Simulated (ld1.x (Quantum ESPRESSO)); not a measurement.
## Scattering properties, TM potential for Mo

molybdenum (Mo), norm-conserving Troullier–Martins (Kleinman–Bylander form), made with ld1.x (Quantum ESPRESSO) 7.5 (PBE, scalar-relativistic). Core [Kr], reference 4d5 5s1 5p0. Waves: 5s (bound): rc 3.15 bohr; 5p (bound, empty): rc 3.50 bohr; 4d (bound): rc 2.00 bohr. Local part: the d channel. Core correction: Bessel-smoothed model core inside 1.30 bohr.

The phase is arctan(r·u′/u) with u = r·R(r), unwrapped; energies in Ry, scanned from -2 to 5 Ry. A pole is an energy at which the radial function vanishes at the test radius. The pseudo phase is shifted by a multiple of π to meet the all-electron one at the reference energy, and phase errors are pseudo minus all-electron; the curves can meet again beyond the range given. Levels narrower than the energy grid can be missing from the lists of poles.

For each channel, where are the poles, and over which energies does the pseudopotential scatter like the atom?

```tsv
channel	radius (bohr)	reference energy (Ry)	poles, all-electron	poles, pseudo	unbroken range about the reference energy with phases within 0.05 rad	phase error 1 Ry above the reference energy (rad)
s	3.79	-0.30	0.35, 4.23	0.34, 3.02	below 1.2	-0.011
p	3.79	-0.08	1.02	-1.37, 1.01, 4.44	-1.3 to 2.0	-0.003
d	3.79	-0.28	-0.18, 2.37	-0.18, 2.38	below 4.0	+0.005
```

Note: ghost states, extra bound levels that the all-electron valence spectrum of the same l lacks: s at -69.0 eV, p at -18.8 eV. A true bound ghost makes a file unfit for plane-wave use.

Phases in the s channel:

| E (Ry) | all-electron | pseudo |
| --- | --- | --- |
| -2.00 | 1.354 | 1.353 |
| -1.52 | 1.304 | 1.304 |
| -1.04 | 1.194 | 1.193 |
| -0.56 | 0.655 | 0.652 |
| -0.08 | -1.293 | -1.294 |
| 0.40 | -1.585 | -1.591 |
| 0.88 | -1.710 | -1.728 |
| 1.36 | -1.863 | -1.957 |
| 1.84 | -2.373 | -3.590 |
| 2.32 | -4.094 | -4.510 |
| 2.80 | -4.495 | -4.668 |
| 3.28 | -4.611 | -4.759 |
| 3.76 | -4.671 | -4.876 |
| 4.24 | -4.713 | -5.367 |
| 4.72 | -4.749 | -7.470 |
